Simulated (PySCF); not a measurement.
BClH3N, SMILES NBCl.

Geometry: PBE0-D3(BJ)/def2-TZVP. The values are those of a single conformer.

All values below come from PySCF with ωB97X/def2-TZVPD.

The total energy is -541.71702 hartree and the point group is Cs. The highest occupied level is -10.89 eV and the lowest empty level is 1.49 eV. The orbital gap is 12.38 eV, the dipole moment is 2.67 D and the quadrupole, principal values (traceless, Buckingham form, about the centre of nuclear charge) is -3.71, -0.85, 4.57 D·Å. The mean static polarisability comes out as 38.6 bohr³ (5.71 Å³) and the polarisability, principal values is 31.0, 37.4, 47.2 bohr³.
